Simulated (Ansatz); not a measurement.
AlBH₆OSi, SMILES `OB[SiH2][AlH2]`, 10 atoms. Total charge 0; spin multiplicity 1. All runs use 2 threads of an AMD EPYC 9B45 on a shared host. Correlated methods freeze the cores.

Problem. Give the basis size and wall time and peak host memory of each of these runs in Ansatz. RKS PBE-D4/def2-TZVPP energy and forces; RKS PBE0-D4/def2-QZVPP energy; RKS ωB97M-V/def2-QZVPP energy; RHF-MP2/def2-QZVPP energy; RKS revPBE-D4/def2-TZVPP energy; RKS ωB97X-V/def2-TZVPP energy; RHF-CCSD(T)/def2-SVP energy; RHF-CCSD(T)/def2-TZVPP energy; RKS PBE0-D4/def2-SVP energy; direct RPA on PBE orbitals/def2-TZVPP energy; RKS ωB97M-V/def2-SVP energy; RKS BLYP-D4/def2-TZVPP energy. (An estimate is asked.)

Solution. Computed: Other jobs shared the machine, so times are rough.

```json
{"level": "RKS PBE0-D4/def2-SVP", "job": "energy", "functions": "94", "wall time": "0.5 s", "peak host memory (GiB)": "0.2"}
{"level": "RKS revPBE-D4/def2-TZVPP", "job": "energy", "functions": "230", "wall time": "1 s", "peak host memory (GiB)": "0.28"}
{"level": "RKS BLYP-D4/def2-TZVPP", "job": "energy", "functions": "230", "wall time": "1.1 s", "peak host memory (GiB)": "0.28"}
{"level": "RKS PBE-D4/def2-TZVPP", "job": "energy and forces", "functions": "230", "wall time": "1.4 s", "peak host memory (GiB)": "0.28"}
{"level": "RHF-CCSD(T)/def2-SVP", "job": "energy", "functions": "94", "wall time": "1.4 s", "peak host memory (GiB)": "0.33"}
{"level": "RKS ωB97M-V/def2-SVP", "job": "energy", "functions": "94", "wall time": "2 s", "peak host memory (GiB)": "0.3"}
{"level": "direct RPA on PBE orbitals/def2-TZVPP", "job": "energy", "functions": "230", "wall time": "2.3 s", "peak host memory (GiB)": "0.47"}
{"level": "RKS ωB97X-V/def2-TZVPP", "job": "energy", "functions": "230", "wall time": "4 s", "peak host memory (GiB)": "0.62"}
{"level": "RKS PBE0-D4/def2-QZVPP", "job": "energy", "functions": "434", "wall time": "4.3 s", "peak host memory (GiB)": "1.2"}
{"level": "RHF-MP2/def2-QZVPP", "job": "energy", "functions": "434", "wall time": "9 s", "peak host memory (GiB)": "2.1"}
{"level": "RKS ωB97M-V/def2-QZVPP", "job": "energy", "functions": "434", "wall time": "10 s", "peak host memory (GiB)": "1.5"}
{"level": "RHF-CCSD(T)/def2-TZVPP", "job": "energy", "functions": "230", "wall time": "28 s", "peak host memory (GiB)": "3.7"}
```
